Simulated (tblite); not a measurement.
Species: C4HBrClF3O.
Numbering: `[O:1]=[C:2]([Br:3])/[C:4](=[CH:5]/[Cl:6])[C:7]([F:8])([F:9])[F:10]` (hydrogens: H11 on C5)

Computed with GFN2-xTB (tblite), gas phase: L-BFGS steps from a force-field or distance-geometry start until the largest atomic force falls under 0.01 eV/Å.

Step 6: E = -977.9540 eV
```
atom  x, y, z in Å  |  force x, y, z in eV/Å
O1      1.3031   -1.9484    0.2011   -0.113  -0.078   0.014
C2      1.2952   -0.7700    0.1377    0.107   0.194  -0.027
Br3     3.0208    0.1544    0.2168   -0.036   0.058  -0.002
C4      0.1392    0.1227   -0.0006   -0.170  -0.193  -0.028
C5      0.1816    1.4627   -0.0626    0.017   0.206   0.003
Cl6    -1.1410    2.4957   -0.2066    0.135   0.060   0.006
C7     -1.1550   -0.6700   -0.0601   -0.178  -0.166  -0.029
F8     -1.3727   -1.3355    1.0815    0.150  -0.146  -0.046
F9     -2.2493    0.0640   -0.2479   -0.118   0.156  -0.050
F10    -1.1489   -1.5524   -1.0686    0.127  -0.062   0.147
H11     1.1324    1.9796   -0.0168    0.080  -0.030   0.011
```

Step 7: E = -977.9608 eV
```
atom  x, y, z in Å  |  force x, y, z in eV/Å
O1      1.3017   -1.9465    0.2013   -0.086   0.017   0.013
C2      1.2967   -0.7666    0.1378   -0.020   0.083  -0.036
Br3     3.0184    0.1556    0.2165   -0.022   0.063   0.000
C4      0.1341    0.1220   -0.0019   -0.115  -0.037  -0.026
C5      0.1859    1.4650   -0.0631   -0.040   0.110   0.009
Cl6    -1.1293    2.5114   -0.2057    0.124  -0.027   0.006
C7     -1.1624   -0.6775   -0.0609   -0.033  -0.045  -0.009
F8     -1.3715   -1.3442    1.0819    0.114  -0.102  -0.082
F9     -2.2578    0.0583   -0.2482   -0.030   0.088  -0.038
F10    -1.1471   -1.5615   -1.0674    0.076  -0.019   0.154
H11     1.1367    1.9868   -0.0163    0.032  -0.131   0.009
```

Step 8: E = -977.9636 eV
```
atom  x, y, z in Å  |  force x, y, z in eV/Å
O1      1.2996   -1.9448    0.2015   -0.062   0.073   0.010
C2      1.2967   -0.7642    0.1372   -0.094   0.021  -0.034
Br3     3.0169    0.1573    0.2164   -0.021   0.059  -0.001
C4      0.1302    0.1220   -0.0030   -0.051   0.048  -0.019
C5      0.1871    1.4667   -0.0631   -0.039   0.014   0.012
Cl6    -1.1223    2.5178   -0.2053    0.079  -0.023   0.002
C7     -1.1662   -0.6810   -0.0612    0.040   0.040   0.008
F8     -1.3691   -1.3498    1.0809    0.071  -0.072  -0.069
F9     -2.2619    0.0573   -0.2490    0.021   0.021  -0.020
F10    -1.1450   -1.5661   -1.0645    0.038  -0.021   0.102
H11     1.1393    1.9875   -0.0159    0.018  -0.161   0.009
```

Problem. Estimate the geometry and energy of step 9. (The exact step hangs on the optimiser's Hessian estimate; all steps are aligned on step 8, rigid shifts and turns removed.)

Solution. E = -977.9661 eV, largest force 0.160 eV/Å
```
atom  x, y, z in Å  |  force x, y, z in eV/Å
O1      1.2964   -1.9422    0.2020   -0.040   0.097   0.005
C2      1.2948   -0.7613    0.1359   -0.124  -0.016  -0.023
Br3     3.0153    0.1600    0.2163   -0.027   0.050  -0.004
C4      0.1262    0.1228   -0.0042    0.008   0.090  -0.009
C5      0.1874    1.4682   -0.0627   -0.021  -0.059   0.011
Cl6    -1.1155    2.5223   -0.2050    0.016   0.013  -0.002
C7     -1.1687   -0.6828   -0.0613    0.078   0.082   0.019
F8     -1.3654   -1.3559    1.0786    0.025  -0.031  -0.034
F9     -2.2646    0.0575   -0.2501    0.058  -0.043   0.001
F10    -1.1423   -1.5702   -1.0601    0.004  -0.024   0.026
H11     1.1418    1.9844   -0.0154    0.023  -0.158   0.010
```

The energy changes by -0.0025 eV. The first-order estimate −F·Δx gives -0.0034 eV and the mean of the old and new forces, exact on a quadratic surface, -0.0025 eV. The step makes an angle of 47° with the force vector and moves no atom by more than 0.008 Å.
